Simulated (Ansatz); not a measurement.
A nudged elastic band was laid between two geometries of ClF2H3O2W + ClH (11 atoms, charge 0, multiplicity 1).

The calculation used RKS revPBE-D4/def2-SVP in Ansatz.

```yaml
movable_images: 5
climbing_image: yes
spring: 5.0 eV/Å²
optimiser: quadratic models (default)
start_path: through a guess of the saddle point
force_threshold: 0.05 eV/Å
iteration_limit: 60
end_points: relaxed
```

Initial state:

```xyz
11
Properties=species:S:1:pos:R:3
W -0.036 -0.059 -0.435
F 0.110 0.345 1.513
O 1.823 0.110 -0.266
H 2.365 0.413 0.514
O -0.354 1.720 -0.943
H -1.173 2.237 -1.048
H -1.609 0.159 0.221
F -0.338 -1.835 0.084
Cl -0.548 -0.773 -2.566
Cl 2.774 1.078 2.535
H 1.491 0.773 2.359
```

Final state:

```xyz
11
Properties=species:S:1:pos:R:3
W -0.106 -0.030 -0.446
F 2.881 0.737 1.985
O 1.731 0.076 -0.220
H 2.303 0.324 0.581
O -0.421 1.735 -0.982
H -1.202 2.307 -1.085
H -1.616 0.205 0.309
F -0.416 -1.788 0.126
Cl -0.615 -0.787 -2.566
Cl 0.014 0.621 1.991
H 1.952 0.767 2.275
```

Question: What changes between the two ends?

Answer: Bonds broken: W1–F2, Cl10–H11. Bonds formed: W1–Cl10, F2–H11. ClF2H3O2W + ClH becomes Cl2FH3O2W + FH.

Question: Give the energies along the band, and the barrier.

Answer: The forces met the threshold. The highest image is number 3 of 0 to 6, 65.5 kJ/mol above the first end and 69.4 kJ/mol above the last; the last end lies 3.9 kJ/mol below the first. A vibrational analysis at the climbing image gives one clearly imaginary mode, 223i cm⁻¹, and a faint second one (15i cm⁻¹) that may be numerical noise or a soft torsion: probably a first-order saddle point. The orbitals stay closed-shell, which can raise the energy where a bond breaks towards radicals; this wasn't checked here.

```json
{"image": "0", "path coordinate (Å)": "0.00", "energy (kJ/mol)": "0.0", "W1–F2 (Å)": "2.00", "Cl10–H11 (Å)": "1.33", "W1–Cl10 (Å)": "4.24"}
{"image": "1", "path coordinate (Å)": "1.10", "energy (kJ/mol)": "3.5", "W1–F2 (Å)": "1.98", "Cl10–H11 (Å)": "1.33", "W1–Cl10 (Å)": "4.07"}
{"image": "2", "path coordinate (Å)": "2.19", "energy (kJ/mol)": "27.6", "W1–F2 (Å)": "1.99", "Cl10–H11 (Å)": "1.33", "W1–Cl10 (Å)": "3.71"}
{"image": "3", "path coordinate (Å)": "3.29", "energy (kJ/mol)": "65.5", "W1–F2 (Å)": "2.14", "Cl10–H11 (Å)": "1.48", "W1–Cl10 (Å)": "3.00"}
{"image": "4", "path coordinate (Å)": "4.79", "energy (kJ/mol)": "41.5", "W1–F2 (Å)": "3.17", "Cl10–H11 (Å)": "1.99", "W1–Cl10 (Å)": "2.53"}
{"image": "5", "path coordinate (Å)": "6.29", "energy (kJ/mol)": "5.8", "W1–F2 (Å)": "3.71", "Cl10–H11 (Å)": "1.98", "W1–Cl10 (Å)": "2.51"}
{"image": "6", "path coordinate (Å)": "7.79", "energy (kJ/mol)": "-3.9", "W1–F2 (Å)": "3.93", "Cl10–H11 (Å)": "1.96", "W1–Cl10 (Å)": "2.52"}
```

Question: What is the geometry of the highest image?

Answer: 
```xyz
11
Properties=species:S:1:pos:R:3
W 0.102 0.057 -0.168
F 0.564 -0.728 1.766
O 1.968 -0.115 -0.277
H 2.499 0.245 0.473
O -0.109 1.819 -0.804
H -0.578 2.026 -1.635
H -1.024 0.662 0.950
F -0.904 -1.518 -0.022
Cl -0.349 -0.423 -2.436
Cl 1.356 1.777 1.942
H 0.982 0.366 2.178
```

Run time: 4.8 min on 4 threads of Arm Neoverse V2, with other jobs on the host, peak memory 0.24 GiB.
